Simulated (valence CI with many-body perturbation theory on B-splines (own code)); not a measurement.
**Re⁶¹⁺: calculated level list**

Method: valence CI with perturbative core correlation (CI+MBPT): four valence electrons over a frozen Dirac-Fock core [Ne], radial functions for each j: 11 s, 11 p, 10 d, 8 f, 5 g, 2 h, with the one-electron correlation potential Σ1, the two-electron term Σ2, the three-electron term Σ3, Breit, model QED; selected CI, second order for the rest, scaled by the run's own slope (own B-spline code, finite nucleus).

No measured spectrum was set against this ion. As an estimate, large intervals hold to a few tenths of a per cent, small ones and those within an open d or f shell to about a per cent. Among the levels kept, up to 590 cm⁻¹ of a level comes from second order outside the variational space, and about a tenth of that is noise between levels of different J, which matters for small intervals.

Levels 136 to 169 of 169, with energies above the lowest level, (3s^2 3p1/2^2) J=0. "Leading %" is the weight of the configuration and term that name the level; weights of strongly mixed levels are sums over their largest components and can fall short, so below about 35 % the name and the second component can differ from the true leading terms, or belong to a minority configuration. In the jj column 3d3/2^4 stands for four electrons in 3d with j = 3/2.

| No. | Configuration | Term | J | E (eV) | Leading % | Leading jj | Second component |
| --- | --- | --- | --- | --- | --- | --- | --- |
| 136 | 3s3p²3d | ¹D | 2 | 1668.1 | 45 | 3s 3p3/2^2 3d5/2 (96 %) | 26 % 3s3p²3d ³D |
| 137 | 3s3p²3d | ³D | 3 | 1668.7 | 19 | 3s 3p3/2^2 3d5/2 (79 %) | 17 % 3s3p²3d ¹F |
| 138 | 3p²3d² | ³P | 2 | 1677.6 | 23 | 3p1/2^2 3d3/2 3d5/2 (97 %) | 9 % 3p²3d² ⁵P |
| 139 | 3s3p²3d | ¹P | 1 | 1680.8 | 16 | 3s 3p3/2^2 3d5/2 (68 %) | 13 % 3s3p²3d ³P |
| 140 | 3p²3d² | ¹G | 4 | 1682.8 | 24 | 3p1/2^2 3d3/2 3d5/2 (97 %) | 21 % 3p²3d² ³H |
| 141 | 3p²3d² | ⁵D | 1 | 1683.8 | 24 | 3p1/2^2 3d3/2 3d5/2 (69 %) | 21 % 3p²3d² ³P |
| 142 | 3s3p²3d | ¹D | 2 | 1695.0 | 38 | 3s 3p3/2^2 3d5/2 (94 %) | 25 % 3s3p²3d ³P |
| 143 | 3p³3d | ³F° | 2 | 1711.0 | 43 | 3p1/2 3p3/2^2 3d3/2 (87 %) | 18 % 3p³3d ³D° |
| 144 | 3p³3d | ³D° | 1 | 1716.2 | 42 | 3p1/2 3p3/2^2 3d3/2 (93 %) | 40 % 3p³3d ⁵D° |
| 145 | 3p³3d | ⁵D° | 0 | 1722.0 | 49 | 3p1/2 3p3/2^2 3d3/2 (92 %) | 25 % 3p³3d ¹S° |
| 146 | 3p³3d | ³F° | 3 | 1723.1 | 33 | 3p1/2 3p3/2^2 3d3/2 (90 %) | 27 % 3p³3d ³G° |
| 147 | 3p³3d | ³G° | 4 | 1727.5 | 44 | 3p1/2 3p3/2^2 3d3/2 (90 %) | 34 % 3p³3d ¹G° |
| 148 | 3p³3d | ³F° | 2 | 1741.8 | 31 | 3p1/2 3p3/2^2 3d3/2 (84 %) | 21 % 3p³3d ¹D° |
| 149 | 3p³3d | ³P° | 1 | 1747.6 | 24 | 3p1/2 3p3/2^2 3d3/2 (58 %) | 18 % 3p³3d ³S° |
| 150 | 3p³3d | ³F° | 2 | 1749.7 | 33 | 3p1/2 3p3/2^2 3d3/2 (70 %) | 12 % 3p³3d ³P° |
| 151 | 3p³3d | ³D° | 3 | 1751.2 | 20 | 3p1/2 3p3/2^2 3d3/2 (75 %) | 16 % 3p³3d ¹F° |
| 152 | 3s3p3d² | ⁵D° | 0 | 1768.4 | 77 | 3s 3p3/2 3d3/2^2 (94 %) | 18 % 3s3p3d² ³P° |
| 153 | 3p³3d | ³D° | 1 | 1769.4 | 19 | 3p1/2 3p3/2^2 3d3/2 (57 %) | 14 % 3p³3d ¹P° |
| 154 | 3p²3d² | ³F | 4 | 1771.8 | 29 | 3p1/2^2 3d5/2^2 (97 %) | 13 % 3p²3d² ⁵F |
| 155 | 3s3p3d² | ⁵F° | 3 | 1774.1 | 27 | 3s 3p3/2 3d3/2^2 (82 %) | 14 % 3s3p3d² ⁵G° |
| 156 | 3s3p3d² | ⁵F° | 2 | 1774.6 | 27 | 3s 3p3/2 3d3/2^2 (66 %) | 21 % 3s3p3d² ⁵D° |
| 157 | 3s3p3d² | ⁵D° | 1 | 1776.3 | 29 | 3p1/2 3p3/2^2 3d3/2 (53 %) | 19 % 3p³3d ³D° |
| 158 | 3s3p3d² | ³F° | 4 | 1779.4 | 27 | 3s 3p3/2 3d3/2^2 (86 %) | 20 % 3s3p3d² ³G° |
| 159 | 3p²3d² | ³P | 2 | 1781.8 | 21 | 3p1/2^2 3d5/2^2 (97 %) | 17 % 3p²3d² ³F |
| 160 | 3s3p3d² | ³P° | 2 | 1800.2 | 27 | 3s 3p3/2 3d3/2^2 (82 %) | 22 % 3s3p3d² ⁵P° |
| 161 | 3p³3d | ³F° | 4 | 1801.8 | 47 | 3p1/2 3p3/2^2 3d5/2 (84 %) | 24 % 3p³3d ⁵D° |
| 162 | 3p³3d | ³D° | 3 | 1804.2 | 51 | 3p1/2 3p3/2^2 3d5/2 (90 %) | 22 % 3p³3d ⁵D° |
| 163 | 3p³3d | ³G° | 5 | 1806.7 | 68 | 3p1/2 3p3/2^2 3d5/2 (68 %) | 13 % 3s3p3d² ³G° |
| 164 | 3p²3d² | ³P | 0 | 1809.5 | 61 | 3p1/2^2 3d5/2^2 (96 %) | 21 % 3p²3d² ¹S |
| 165 | 3s3p3d² | ³D° | 1 | 1809.5 | 37 | 3s 3p3/2 3d3/2^2 (69 %) | 14 % 3s3p3d² ¹P° |
| 166 | 3p³3d | ¹G° | 4 | 1810.0 | 35 | 3p1/2 3p3/2^2 3d5/2 (87 %) | 28 % 3p³3d ⁵D° |
| 167 | 3s3p3d² | ³F° | 2 | 1815.0 | 49 | 3s 3p3/2 3d3/2^2 (84 %) | 12 % 3s3p3d² ¹D° |
| 168 | 3p³3d | ¹S° | 0 | 1815.3 | 40 | 3p1/2 3p3/2^2 3d5/2 (79 %) | 40 % 3p³3d ³P° |
| 169 | 3s3p3d² | ³G° | 3 | 1820.2 | 48 | 3s 3p3/2 3d3/2^2 (81 %) | 14 % 3s3p3d² ¹F° |
